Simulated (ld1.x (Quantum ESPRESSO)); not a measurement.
**Reading a pseudo-wave (B)**

Columns: radius, all-electron u(r) and pseudo u(r) of the 2p shell (level -13.36 eV) of boron in the configuration [He] 2s2 2p0; PBE, scalar-relativistic, PAW scheme, ld1.x (Quantum ESPRESSO) 7.5.

```csv
r (bohr),all-electron,pseudo
0.095,0.0307,0.0097
0.190,0.0990,0.0381
0.285,0.1824,0.0834
0.380,0.2686,0.1428
0.475,0.3509,0.2127
0.570,0.4259,0.2889
0.665,0.4917,0.3671
0.760,0.5477,0.4432
0.855,0.5948,0.5135
0.950,0.6339,0.5750
1.045,0.6647,0.6257
1.140,0.6872,0.6645
1.235,0.7020,0.6912
1.330,0.7098,0.7065
1.425,0.7114,0.7119
1.520,0.7074,0.7090
1.615,0.6986,0.7000
1.710,0.6858,0.6864
1.805,0.6697,0.6698
1.900,0.6510,0.6510
1.995,0.6301,0.6301
2.090,0.6077,0.6077
2.185,0.5841,0.5841
2.280,0.5598,0.5598
2.375,0.5352,0.5352
2.470,0.5104,0.5104
```

**Question.** How many radial nodes do the two functions have?

**Answer.** The all-electron 2p function has n − l − 1 = 0; the pseudo-wave has 0.

**Question.** At about which radius was the pseudo-wave matched?

**Answer.** 1.90 bohr, where the columns begin to agree (steps of 0.10 bohr).

**Question.** Is the pseudo-wave norm-conserving?

**Answer.** No, it belongs to a PAW set: the norm inside the radius is not constrained, and the difference is carried by the augmentation charge.
